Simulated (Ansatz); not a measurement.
Molecule: O2, net charge 2, singlet state. 
Structure (B3LYP-D3(BJ)/def2-TZVP (Ansatz, a program for electronic structure) minimum search):
```xyz
2

O      0.0000     0.0000    -0.5162
O      0.0000     0.0000     0.5162
```
Charge +2, spin multiplicity 1.

Basis-set convergence of Hartree-Fock and MP2 correlation energies (hartree) with Ansatz. Correlated levels leave the core frozen unless marked. Spin-orbit coupling is left out. No relativistic terms. The program attaches cautions to a run behind MP2/aug-cc-pVDZ: large difference.

The Hartree-Fock reference is unstable (checked in the largest basis), which strains HF and MP2. 

```csv
basis,functions,E(HF),"E(corr, MP2)"
aug-cc-pVDZ,46,-148.29830,-0.41313
aug-cc-pVTZ,92,-148.34139,-0.48086
aug-cc-pVQZ,160,-148.35337,-0.50686
```

Extrapolating the two largest sets (X = 3 and 4) as X^-3: E(corr) = (64·(-0.50686) - 27·(-0.48086))/37 = -0.5258 Eh, an estimate of the basis-set limit. The largest set recovers 96.4 % of it, the smallest 78.6 %.
